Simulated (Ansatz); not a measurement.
Two structures of Si3H9F, singlet, reached by relaxing down either side of one saddle point (PBE0-D4/def2-TZVP). Energies are electronic, without zero-point energy. Computed with Ansatz 0.2.0 (basis: def2-TZVPP and def2-QZVPP); correlated methods freeze the cores. Extrapolation: Hartree–Fock as exp(−7.88 √X), correlation as X^−2.97. First:

Si1  (-1.447, 0.093, 1.110)
F2  (-1.171, 1.502, 1.828)
H3  (-1.681, 0.360, -0.334)
H4  (-2.691, -0.476, 1.692)
Si5  (0.373, -1.343, 1.453)
H6  (0.926, 1.679, -0.760)
Si7  (0.870, 0.975, -2.066)
H8  (0.452, -1.730, 2.887)
H9  (0.164, -2.568, 0.634)
H10  (1.651, -0.699, 1.052)
H11  (2.110, 1.251, -2.834)
H12  (-0.310, 1.444, -2.834)
H13  (0.754, -0.488, -1.830)
(Å)

Second:

| atom | x (Å) | y (Å) | z (Å) |
| --- | --- | --- | --- |
| Si1 | -1.1346 | -0.3786 | -0.1883 |
| F2 | 0.7159 | 1.8473 | 1.4751 |
| H3 | -1.9357 | -1.4086 | -0.9081 |
| H4 | -2.0738 | 0.6125 | 0.4011 |
| Si5 | 0.2169 | -1.3761 | 1.4526 |
| H6 | 0.9028 | 1.9437 | 0.5709 |
| Si7 | 0.1936 | 0.6960 | -1.7868 |
| H8 | -0.1591 | -0.9008 | 2.8069 |
| H9 | 0.0478 | -2.8535 | 1.3916 |
| H10 | 1.6468 | -1.0639 | 1.1936 |
| H11 | 1.0220 | 1.7731 | -1.1486 |
| H12 | -0.5991 | 1.3607 | -2.8538 |
| H13 | 1.1565 | -0.2518 | -2.4061 |

**Question.** Which bonds change from the first to the second?

**Answer.** Si₂H₅F ([F][SiH2][SiH3]) + SiH₄ → Si₃H₈ ([SiH3][SiH2][SiH3]) + HF; bonds formed: Si1–Si7, F2–H6; bonds broken: Si1–F2, H6–Si7.

**Question.** Give the saddle point's structure and its height above each. (An estimate is asked for; the value comes from the calculation.)

**Answer.** By the calculation: 281.4 kJ/mol above the first and 173.3 kJ/mol above the second (CCSD(T) at an estimated basis limit (MP2 extrapolated from triple and quadruple zeta, plus CCSD(T) − MP2 in triple zeta)).
Si1  (-0.847, 0.025, 0.248)
F2  (0.051, 1.533, 1.188)
H3  (-1.208, -0.780, -0.982)
H4  (-2.151, 0.603, 0.639)
Si5  (0.262, -1.504, 1.618)
H6  (0.246, 1.403, -0.004)
Si7  (0.408, 1.022, -1.760)
H8  (0.289, -1.037, 3.027)
H9  (-0.411, -2.829, 1.539)
H10  (1.656, -1.649, 1.121)
H11  (1.361, 2.164, -1.870)
H12  (-0.763, 1.280, -2.631)
H13  (1.106, -0.231, -2.134)
(Å)

No T1 diagnostic of these runs exceeds 0.015.

Labels in which every atom is bracketed show which atoms are joined, not bond orders.

For scale, one of the runs: CCSD(T)/def2-TZVPP, 283 basis functions, launched by `ansatz run in.yaml --threads 8 --pin off --events-out ev --progress --plain --max-ram 19148MiB`. Time: 78 s of wall clock on 8 CPU threads of an Arm Neoverse V2; the host was shared. Peak host memory: 7.6 GiB.
